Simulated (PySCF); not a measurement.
# Reading the logs of faulty runs: GeH4N2Si

Calculated results; nothing here was measured. They come from PySCF 2.14.0, an open-source quantum chemistry program, on an isolated molecule that a program drew, which may never have been made. The molecule is GeH4N2Si (charge 0, singlet), drawn as the SMILES string `N=[Si](N)[GeH]`.

Each row is a Hartree-Fock (HF) and frozen-core CCSD(T) single point in the cc-pV(D+d)Z basis, meant for a local HF minimum. Run 1 is clean. Each other run has one planted mistake out of seven kinds, and not every kind appears here: one electron removed, one electron added, multiplicity raised by two, geometry at a saddle point, minimal basis STO-3G, one bond length entered in bohr, all coordinates scaled. The reference is restricted for singlets and unrestricted otherwise, and also for a bond in bohr. Adding or removing an electron swaps singlet and doublet. Electrons count all cores. HOMO and LUMO are orbital energies over both spins, the gradient is its largest component, and the lowest frequency (negative if imaginary) is given only where the gradient is small. Bond lengths are over the 7 bonds as drawn. T1 is the CCSD diagnostic: over 0.02 (restricted) or 0.045 (unrestricted) a single reference is doubtful. Germanium has the cc-pVDZ-PP basis, with a core potential (ECP10MDF) in place of its 10 inner electrons, and its 3s, 3p and 3d shells are frozen in CCSD(T).

Geometry of the clean run:
```xyz
8
GeH4N2Si, angstrom
N    -1.6557   -2.8834    0.9456
Si   -1.1833   -1.4032    1.1978
N    -0.7870   -0.3405   -0.2031
Ge   -0.5480    0.8087    1.8059
H    -1.8917   -3.4999    1.7030
H    -1.5441   -0.0758   -0.8150
H     0.0125   -0.5733   -0.7720
H     0.9422    0.2737    1.8094
```

| run | electrons | basis functions | <S^2> | HOMO (eV) | LUMO (eV) | gradient (hartree/bohr) | lowest frequency (cm^-1) | mean bond (Å) | longest bond (Å) | T1 | HF (hartree) | CCSD(T) (hartree) | mistake |
|---|---|---|---|---|---|---|---|---|---|---|---|---|---|
| 1 | 64 | 94 | 0.000 | -8.55 | 1.62 | 2.3e-05 | 132 | 1.4803 | 2.380 | 0.0204 | -693.50801 | -694.08660 | no fault |
| 2 | 65 | 94 | 0.769 | 0.18 | 7.54 | 5.0e-02 | - | 1.4803 | 2.380 | 0.0249 | -693.47383 | -694.06210 | one electron added |
| 3 | 63 | 94 | 0.944 | -14.66 | -5.45 | 4.1e-02 | - | 1.4803 | 2.380 | 0.0554 | -693.24920 | -693.79520 | one electron removed |
| 4 | 64 | 94 | 1.030 | -7.08 | 0.84 | 2.0e-02 | - | 1.7094 | 3.406 | 0.0240 | -693.41509 | -693.96146 | one bond length entered in bohr |
| 5 | 64 | 94 | 2.096 | -5.88 | -0.69 | 4.3e-02 | - | 1.4803 | 2.380 | 0.0330 | -693.41131 | -693.98026 | ? |

**Which mistake was planted in run 5, and what did it cost?**

Electrons, basis and geometry are unchanged, and <S^2> is 2.096, beside S(S+1) = 2.00 for a multiplicity of 3. So the mistake is: multiplicity raised by two. Subtracting run 1 and multiplying by 627.51 kcal/mol a hartree, the energy moved by 60.7 kcal/mol in HF and 66.7 kcal/mol in CCSD(T).

Cautions from the logs. Run 1: T1 is over the limit, so its CCSD(T) energy is less reliable; run 2: the HOMO is above zero, so the electron isn't bound and the energy depends on the basis; run 3: T1 is over the limit, so its CCSD(T) energy is less reliable.
